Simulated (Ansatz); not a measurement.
GeH4OTe (`[OH][GeH2][TeH]`), 7 atoms. Total charge 0; spin multiplicity 1. Correlated methods include outer-core shells of Ge, Te, which these sets cover unevenly. Scalar relativity is left out up to krypton. Te: def2 effective core potential. All runs use 2 threads of an Arm Neoverse V2 on a shared host. Correlated methods freeze the cores.

Question: How many basis functions does each run have, and how long does it take in Ansatz? direct RPA on PBE orbitals/def2-TZVPP energy; RKS PBE0-D4/def2-SVP energy; RHF-CCSD(T)/def2-TZVPP energy; RKS HSE06 (plane-wave form)-D4/def2-TZVPP energy; RKS revPBE-D4/def2-TZVPP energy; RKS ωB97M-V/def2-QZVPP energy; RKS PBE0-D4/def2-TZVP frequencies; RHF-MP2/def2-QZVPP energy; RHF-CCSD(T)/def2-SVP energy; RKS PBE0-D4/def2-TZVP relaxation (10 steps); RKS ωB97M-V/def2-SVP energy; RKS PBE0-D4/def2-QZVPP energy. (An estimate is asked.)

Answer: The calculation gave: Other jobs shared the machine, so times are rough.

```tsv
level	job	functions	wall time	peak host memory (GiB)
RKS PBE0-D4/def2-SVP	energy	92	1.8 s	0.19
RKS revPBE-D4/def2-TZVPP	energy	185	2.4 s	0.21
RKS HSE06 (plane-wave form)-D4/def2-TZVPP	energy	185	3.8 s	0.47
direct RPA on PBE orbitals/def2-TZVPP	energy	185	7 s	0.4
RHF-CCSD(T)/def2-SVP	energy	92	7.5 s	0.35
RKS ωB97M-V/def2-SVP	energy	92	8 s	0.28
RKS PBE0-D4/def2-QZVPP	energy	348	9 s	1.1
RHF-MP2/def2-QZVPP	energy	348	18 s	1.4
RKS ωB97M-V/def2-QZVPP	energy	348	24 s	1.2
RKS PBE0-D4/def2-TZVP	relaxation (10 steps)	153	40 s	0.37
RKS PBE0-D4/def2-TZVP	frequencies	153	110 s	0.37
RHF-CCSD(T)/def2-TZVPP	energy	185	2.3 min	2.2
```
